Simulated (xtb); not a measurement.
H₁₁NSi₄, SMILES [SiH3]N[SiH2][SiH2][SiH3]. All values are semi-empirical tight-binding results from xtb (GFN2-xTB unless named), good for trends rather than for accurate numbers. Geometry: GFN2-xTB. The structure was generated by enumeration, and PubChem lists no compound with its InChIKey, so it may never have been made. Other conformers were not sampled.

Optimised geometry:

Bonds (Å): Si1–N2 1.731, Si1–H6 1.460, Si1–H7 1.468, Si1–H8 1.463, N2–Si3 1.738, N2–H9 1.008, Si3–Si4 2.311, Si3–H10 1.467, Si3–H11 1.476, Si4–Si5 2.318, Si4–H12 1.474, Si4–H13 1.475, Si5–H14 1.465, Si5–H15 1.470, Si5–H16 1.467. Bond angles (°): N2–Si1–H6 106.7, N2–Si1–H7 111.9, N2–Si1–H8 105.5, H6–Si1–H7 109.9, H6–Si1–H8 112.4, H7–Si1–H8 110.3, Si1–N2–Si3 128.4, Si1–N2–H9 114.0, Si3–N2–H9 115.4, N2–Si3–Si4 105.9, N2–Si3–H10 104.8, N2–Si3–H11 109.7, Si4–Si3–H10 116.2, Si4–Si3–H11 114.3, H10–Si3–H11 105.4, Si3–Si4–Si5 116.2, Si3–Si4–H12 110.3, Si3–Si4–H13 109.1, Si5–Si4–H12 109.0, Si5–Si4–H13 109.0, H12–Si4–H13 102.2, Si4–Si5–H14 115.4, Si4–Si5–H15 111.5, Si4–Si5–H16 112.2, H14–Si5–H15 105.6, H14–Si5–H16 105.9, H15–Si5–H16 105.5.
Charge 0, spin multiplicity 1.

**Question.** Estimate the properties. (Estimate from the structure and the level; the computed values follow.)

**Answer.** 
```json
{
  "orbital_gap": "3.81 eV",
  "dipole_moment": "0.35 D",
  "zero_point_energy": "59.9 kcal/mol",
  "G − E(el) at 298.15 K (modified RRHO)": "36.0 kcal/mol",
  "static polarisability (D4 model)": "126.5 bohr³",
  "solvation energy, GFN2-xTB/ALPB(water)": "-0.2 kcal/mol",
  "solvation energy, GFN2-xTB/ALPB(ether)": "-5.7 kcal/mol"
}
```

Computed atomic charges and the Wiberg bond orders between heavy atoms:
charges (e) Si1 0.48, N2 -0.47, Si3 0.42, Si4 0.29, Si5 0.36, H6 -0.11, H7 -0.11, H8 -0.11, H9 0.13, H10 -0.11, H11 -0.12, H12 -0.13, H13 -0.14, H14 -0.11, H15 -0.13, H16 -0.13. Bond orders Si1–N2 1.07, N2–Si3 1.04, Si3–Si4 0.82, Si4–Si5 0.86.
